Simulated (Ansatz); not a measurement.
Basis-set extrapolation for C2H5NSi (`C=C1N[SiH2]1`) (PBE0-D4/def2-TZVP geometry, frozen core, the Gaussian-basis code of Ansatz). Multiplicity 1, RHF reference.

```tsv
	def2-TZVPP	def2-QZVPP
HF	-422.021391	-422.036858
MP2 correlation	-0.645937	-0.689899
CCSD(T) correlation	-0.708752	not run
```

Energies in hartree. Use E(X) = E(∞) + A·exp(−7.88·√X) for Hartree–Fock and E(X) = E(∞) + B·X^(−2.97) for correlation, with X = 3 and 4, and add CCSD(T) minus MP2 of the smaller set to the MP2 limit.

What is the CCSD(T) energy at the basis-set limit?

HF limit: -422.036858 + (-0.015467) × 0.13774 = -422.03899. MP2 limit: -0.689899 + (-0.043962) × 0.74074 = -0.72246. Higher-order term: -0.708752 − (-0.645937) = -0.06282. Total: -422.82427 hartree, 2.56 eV below CCSD(T)/def2-TZVPP.
